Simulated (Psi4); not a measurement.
Cl$_{2}$Sn, charge -1, doublet, at a GFN2-xTB geometry (such geometries of metal compounds can be far from the true shape) (a state made from the parent by changing its charge; the spin is typed, not shown lowest) (core potentials on Sn) (a gas-phase anion, which may not be bound at this level), with bond 2-1 at 1.6 times its length.

Psi4 was given this input:
```
memory 2 GB

molecule {
-1 2
Sn    0.01076359   -0.01024665    0.63912643
Cl    1.96523178    2.50043677   -1.88133210
Cl   -1.26396382   -1.52879329   -0.94362347
}

set {
  basis def2-sv(p)
  reference uks
}

energy('svwn')
print_variables()
```

Question: What does this run give for the number of basis functions, nuclear repulsion energy, total energy, <S^2>?

Answer: 
```json
{
  "number_of_basis_functions": "62",
  "nuclear_repulsion_energy": "155.9113 Eh",
  "total_energy": "-1132.3351 Eh",
  "<S^2>": "0.767"
}
```

A gas-phase anion may not be bound at this level; its values then depend on the basis.

These values belong to the state on which the SCF converged, which isn't shown to be the lowest.
